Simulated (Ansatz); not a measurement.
All numbers were calculated with Ansatz.

`C1[O][Zn][O]1` at its PBE0-D4/def2-TZVP geometry, where that method's forces vanish. Charge 0, multiplicity 1.

| atom | x (Å) | y (Å) | z (Å) |
| --- | --- | --- | --- |
| C1 | 0.387 | -0.187 | 0.061 |
| O2 | -0.852 | -0.878 | 0.070 |
| Zn3 | -1.616 | 0.782 | -0.257 |
| O4 | 0.191 | 1.198 | -0.175 |
| H5 | 1.018 | -0.599 | -0.741 |
| H6 | 0.872 | -0.315 | 1.041 |

(1) For each bond, give half the difference of the two atoms' forces along it (eV/Å; positive pushes the atoms apart) under PBE-D4, r2SCAN-D4, B3LYP-D4, ωB97M-V in def2-TZVPP. (An estimate is asked.)

Answers

(1) The calculation gave: 
```tsv
bond	length (Å)	PBE-D4	r2SCAN-D4	B3LYP-D4	ωB97M-V
C1–O2	1.419	0.34	0.22	0.31	0.27
C1–O4	1.419	0.34	0.22	0.31	0.27
C1–H5	1.101	0.09	-0.06	-0.19	-0.22
C1–H6	1.101	0.09	-0.06	-0.19	-0.22
O2–Zn3	1.857	0.56	0.07	0.32	-0.10
Zn3–O4	1.857	0.56	0.07	0.32	-0.10
```

B3LYP here is the variant with VWN-RPA as its local correlation; programs differ in this.
